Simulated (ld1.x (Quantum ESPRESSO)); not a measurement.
u(r) = r·R(r): atom against pseudo-atom (Be)

Columns: radius, all-electron u(r) and pseudo u(r) of the 2p shell (level -17.34 eV) of beryllium in the configuration 1s2 2s0 2p0; PBE, scalar-relativistic, PAW scheme, ld1.x (Quantum ESPRESSO) 7.5.

```tsv
r (bohr)	all-electron	pseudo
0.152	0.0513	0.0105
0.305	0.1584	0.0414
0.458	0.2796	0.0905
0.610	0.3945	0.1535
0.762	0.4946	0.2262
0.915	0.5758	0.3038
1.068	0.6360	0.3807
1.220	0.6751	0.4512
1.372	0.6956	0.5116
1.525	0.7001	0.5591
1.678	0.6917	0.5913
1.830	0.6733	0.6074
1.982	0.6476	0.6086
2.135	0.6164	0.5963
2.288	0.5816	0.5732
2.440	0.5450	0.5426
2.592	0.5074	0.5073
2.745	0.4696	0.4699
2.898	0.4325	0.4325
3.050	0.3967	0.3967
3.202	0.3624	0.3624
3.355	0.3298	0.3298
3.508	0.2990	0.2990
3.660	0.2705	0.2705
3.812	0.2440	0.2440
3.965	0.2194	0.2194
```

**Question.** How many radial nodes do the two functions have?

**Answer.** The all-electron 2p function has n − l − 1 = 0; the pseudo-wave has 0.

**Question.** At about which radius was the pseudo-wave matched?

**Answer.** 3.05 bohr. The columns agree to 0.0005 from 2.59 bohr on; several derivatives are matched, so the curves merge somewhat inside the radius.

**Question.** Where does each function peak?

**Answer.** Outermost all-electron maximum near 1.52 bohr, pseudo maximum near 1.98 bohr (to the table’s step).

**Question.** Is the pseudo-wave norm-conserving?

**Answer.** No, it belongs to a PAW set: the norm inside the radius is not constrained, and the difference is carried by the augmentation charge.
